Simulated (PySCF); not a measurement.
# Polarisability as a sum over states

Species: C4H6O3S.
Numbering: `[O:1]=[S:2](=[O:3])([OH:4])[C@@H:5]1[CH:6]=[CH:7][CH2:8]1` (hydrogens: H9 on O4; H10 on C5; H11 on C6; H12 on C7; H13, H14 on C8)

Computed with TDDFT PBE0/def2-SVPD, vertical, gas phase, core orbitals frozen in the response (PySCF). Geometry: GFN2-xTB, one conformer, isolated molecule. Torsions of this conformer, `[O:1]=[S:2](=[O:3])([OH:4])[C@@H:5]1[CH:6]=[CH:7][CH2:8]1`: O1–S2–C5–C6 -88°, H–O4–S2–O1 5°.

Computed singlets:

```tsv
state	E (eV)	f
S1	6.85	0.162
S2	7.19	0.012
S3	7.24	0.0035
S4	7.44	0.022
S5	7.65	0.0030
S6	7.70	0.024
```

Q: Build the mean polarisability up from these states and compare it with the full response value.

A: Each state adds f / ΔE² (ΔE in hartree, 27.2114 eV).

| state | f/ΔE² (au) | running sum (au) | running share of α (%) |
| --- | --- | --- | --- |
| S1 | 2.55 | 2.55 | 3.5 |
| S2 | 0.18 | 2.73 | 3.8 |
| S3 | 0.05 | 2.78 | 3.8 |
| S4 | 0.29 | 3.07 | 4.2 |
| S5 | 0.04 | 3.11 | 4.3 |
| S6 | 0.30 | 3.41 | 4.7 |

The full response gives 72.41 au (10.73 Å³), so 69.0 au comes from the higher roots of the same equations.

Q: By how much does the contribution of these states grow at 532 nm?

A: With ω = 0.0856 hartree each state's term in the mean polarisability goes from f / ΔE² to f / (ΔE² − ω²); the sum over all 6 states goes from 3.41 to 3.84 au, a rise of 0.43 au.

The largest single term belongs to S1, which also has the largest f.

A one-level model with all 46 active electrons at a single energy would need ΔE = √(N/α) = 21.7 eV to give this α, against S1 at 6.85 eV.
